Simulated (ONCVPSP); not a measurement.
**Varying the ONCV potential for Cs**

Base potential:

```
Element                 : Cs (Z = 55)
Generator               : ONCVPSP 4.0.1
Type                    : optimised norm-conserving Vanderbilt (ONCV)
Functional              : PBE
Relativity              : scalar-relativistic
Frozen core             : [Kr] 4d10 5s2
Valence charge          : 7
Reference configuration : 5p6 6s0.75 6p0.25
Partial waves           : 6s: rc 4.00 bohr, ncon 3, nbas 8, qcut 1.3 1/bohr, 2 projectors, debl 1.8 Ha; 5p+6p: rc 3.60 bohr, ncon 3, nbas 8, qcut 4.8 1/bohr, 2 projectors; d scattering state at 0.11 Ha: rc 4.30 bohr, ncon 4, nbas 8, qcut 2 1/bohr, 2 projectors, debl 0.8 Ha
Local potential         : polynomial inside 3.55 bohr (lpopt 4, dvloc0 -1 Ha)
Core correction         : none
```

In the d channel the program set the typed energies aside and used 0.050, 0.850 Ha.

All-electron outer shells of the reference configuration (PBE, scalar-relativistic, ld1.x):

| shell | level (eV) | outermost node (bohr) | outermost maximum (bohr) |
| --- | --- | --- | --- |
| 5s | -27.06 | 0.82 | 1.54 |
| 5p | -13.84 | 0.89 | 1.79 |
| 6s | -2.25 | 2.11 | 4.74 |
| 6p | -0.90 | 2.60 | 6.72 |

Cutoffs, loose and tight: the cutoffs (Ha) at which the residual kinetic energy of the hardest occupied pseudo-wave falls to 1 and 0.1 mHa per electron. They do not see the model core or the augmentation charge, which bear on the density cutoff. Test errors are all-electron minus pseudo excitation energies from the reference, over the configurations 5p6 6s1 6p0; 5p6 6s0 6p0; 5p6 6s0.5 6p0; 5p6 5d0.5 6s0.5 6p0. A dash means not determined; rows that change the core or the reference have their own tests.

For the base: The cutoffs count occupied waves only; projector 2 of the s channel, the hardest unoccupied one, needs 16 Ha at the loose tolerance.

| change | outcome | cutoff, loose | cutoff, tight | bound ghosts | GHOST(+) flags above zero | largest test error (meV) |
| --- | --- | --- | --- | --- | --- | --- |
| base | generated, projector energies reset by the program | 4.0 Ha | 4.9 Ha | none | s | +6.4 |
| s: qcut 0.8 | generated, projector energies reset by the program | 4.0 Ha | 11 Ha | none | s | +5.6 |
| s: qcut 1 | generated, projector energies reset by the program | 4.0 Ha | 11 Ha | none | s | +5.8 |
| s: qcut 1.5 | generated, projector energies reset by the program | 4.0 Ha | 4.9 Ha | none | none | +6.7 |
| s: qcut 1.8 | failed: ERROR pspot: first pseudo wave function has node, program will stop | – | – | – | – | – |
| s: qcut 2 | failed: ERROR pspot: first pseudo wave function has node, program will stop | – | – | – | – | – |

Task: What comes out with this change to the base: s: qcut 1.2?

Result: outcome: generated, projector energies reset by the program; cutoff, loose: 4.0 Ha; cutoff, tight: 7.4 Ha; bound ghosts: none; GHOST(+) flags above zero: s; largest test error (meV): +6.2.

Reading the sweep of the qcut of the s channel (base included, trends over the rows without a ghost): The loose cutoff stays near 4.0 Ha. The median size of the test errors (rows with all tests solved) stays near 0.5 meV. The generation fails at 1.8, 2 1/bohr.
